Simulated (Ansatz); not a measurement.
Isomers of CH6FGeN, relaxed with PBE0-D4/def2-TZVP in Ansatz; electronic energies, one conformer each and not always the lowest. Functionals use def2-TZVPP; CBS adds triple-zeta CCSD(T) − MP2 to the MP2 limit of def2-TZVPP and def2-QZVPP.

Outer-core shells of Ge are correlated without core-valence functions. Scalar relativity is left out up to krypton. Spin–orbit coupling is left out.

(1) Order them by energy at frozen-core CCSD(T)/CBS, lowest first. (Estimate.)
A. `[CH3][GeH]([NH2])[F]`
B. `N[CH](F)[GeH3]`
C. `C[NH][GeH2][F]`

(2) How do B3LYP, HF/CBS(def2), r2SCAN-D4, ωB97M-V place them (kcal/mol, against `[CH3][GeH]([NH2])[F]`)? (Best estimate.)

## Answers

(1) A (0.0 kcal/mol), C (20.4 kcal/mol), B (57.3 kcal/mol).

(2) The calculation gave: 
```csv
isomer,B3LYP,HF/CBS(def2),r2SCAN-D4,ωB97M-V
`C[NH][GeH2][F]`,18.8,18.0,20.2,19.9
`N[CH](F)[GeH3]`,53.9,59.0,54.7,54.8
```

B3LYP here is the variant with VWN-RPA as its local correlation; programs differ in this.
